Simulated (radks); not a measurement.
Spherical quantum dot in the effective-mass picture: electrons in a hard-walled sphere of radius 3.16, with a point charge +1 (a donor) at the centre, all in effective atomic units (hartree* = m*/eps^2 hartree, bohr* = eps/m* bohr), one dielectric constant everywhere. Calculated with a radial shooting solver with Libxc functionals: non-relativistic Kohn-Sham, LDA (Slater exchange, Perdew-Wang correlation), spin-polarised, spherical densities. Levels are named by radial order and angular momentum (1s, 1p, 1d, 2s, ...), and open shells are averaged over m.

N = 14, configuration 1s2 1p6 1d(up 5, down 1). This is the lowest configuration that the search found. Occupied and some empty levels:

| level | occupation | eigenvalue (hartree*) | <r> (bohr*) |
|---|---|---|---|
| 1s up | 1 | 5.6951 | 1.782 |
| 1s down | 1 | 5.7597 | 1.750 |
| 1p up | 3 | 6.0936 | 2.065 |
| 1p down | 3 | 6.1727 | 2.058 |
| 1d up | 5 | 6.6221 | 2.185 |
| 1d down | 1 | 6.7049 | 2.184 |
| 2s up | 0 | 6.8832 | 1.373 |
| 2s down | 0 | 6.9170 | 1.392 |
| 1f up | 0 | 7.3023 | 2.270 |
| 1f down | 0 | 7.3865 | 2.270 |
| 2p up | 0 | 8.1371 | 1.622 |
| 2p down | 0 | 8.1834 | 1.620 |

Energy (hartree*): total 47.1952, kinetic 18.123, external -7.4188, Hartree 42.837, exchange-correlation -6.3459.

Electron density:

| r (bohr*) | n(r) (e/bohr*^3) |
|---|---|
| 0.164 | 0.1508 |
| 0.400 | 0.1102 |
| 0.636 | 0.09660 |
| 0.873 | 0.1010 |
| 1.11 | 0.1187 |
| 1.34 | 0.1459 |
| 1.58 | 0.1764 |
| 1.82 | 0.2001 |
| 2.05 | 0.2041 |
| 2.29 | 0.1775 |
| 2.53 | 0.1211 |
| 2.76 | 0.05501 |
| 3.00 | 0.009231 |
